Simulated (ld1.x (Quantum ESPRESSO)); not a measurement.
# How hard is this N TM potential?

* Element: nitrogen
* Generator: ld1.x (Quantum ESPRESSO) 7.5
* Type: norm-conserving Troullier–Martins (Kleinman–Bylander form)
* Functional: PBEsol
* Relativity: scalar-relativistic
* Frozen core: [He]
* Valence charge: 5
* Reference configuration: 2s2 2p3
* Partial waves: 2p (bound): rc 1.15 bohr; 2s (bound): rc 0.85 bohr
* Local potential: the s channel
* Core correction: Bessel-smoothed model core inside 0.70 bohr

The pseudo-atom Hamiltonian at the reference potential is diagonalised in spherical Bessel functions j_l(qr) that vanish at 20 bohr, with q² up to the cutoff. All-electron valence levels (Ry): 2p -0.5171, 2s -1.3565.

Q: How do the lowest levels (Ry) of each channel move with the cutoff, and are there ghosts?

A:

```json
{"cutoff (Ry)": "8", "p #1": "-0.1085", "s #1": "-1.2000", "s #2": "-0.0051", "d #1": "0.0771", "d #2": "0.1818", "f #1": "0.1195", "f #2": "0.2586", "Σ f·Δε (mRy)": "1538.9"}
{"cutoff (Ry)": "15", "p #1": "-0.2332", "s #1": "-1.2179", "s #2": "-0.0055", "d #1": "0.0771", "d #2": "0.1818", "f #1": "0.1195", "f #2": "0.2586", "Σ f·Δε (mRy)": "1128.9"}
{"cutoff (Ry)": "30", "p #1": "-0.3922", "s #1": "-1.3086", "s #2": "-0.0080", "d #1": "0.0771", "d #2": "0.1818", "f #1": "0.1195", "f #2": "0.2586", "Σ f·Δε (mRy)": "470.7"}
{"cutoff (Ry)": "45", "p #1": "-0.4748", "s #1": "-1.3466", "s #2": "-0.0091", "d #1": "0.0771", "d #2": "0.1818", "f #1": "0.1195", "f #2": "0.2586", "Σ f·Δε (mRy)": "146.7"}
{"cutoff (Ry)": "60", "p #1": "-0.5045", "s #1": "-1.3536", "s #2": "-0.0094", "d #1": "0.0771", "d #2": "0.1818", "f #1": "0.1195", "f #2": "0.2586", "Σ f·Δε (mRy)": "43.8"}
{"cutoff (Ry)": "90", "p #1": "-0.5167", "s #1": "-1.3542", "s #2": "-0.0094", "d #1": "0.0771", "d #2": "0.1818", "f #1": "0.1195", "f #2": "0.2586", "Σ f·Δε (mRy)": "6.0"}
{"cutoff (Ry)": "140", "p #1": "-0.5170", "s #1": "-1.3562", "s #2": "-0.0094", "d #1": "0.0771", "d #2": "0.1818", "f #1": "0.1195", "f #2": "0.2586", "Σ f·Δε (mRy)": "1.0"}
{"cutoff (Ry)": "200", "p #1": "-0.5171", "s #1": "-1.3564", "s #2": "-0.0094", "d #1": "0.0771", "d #2": "0.1818", "f #1": "0.1195", "f #2": "0.2586", "Σ f·Δε (mRy)": "0.1"}
{"cutoff (Ry)": "400", "p #1": "-0.5171", "s #1": "-1.3565", "s #2": "-0.0094", "d #1": "0.0771", "d #2": "0.1818", "f #1": "0.1195", "f #2": "0.2586", "Σ f·Δε (mRy)": "0.0"}
```

Result: no extra level below or beside the all-electron valence levels (p, s, d, f tested); 10 mRy is reached at 80 Ry and 1 mRy at 160 Ry.

Its largest configuration-test error is +382 meV.
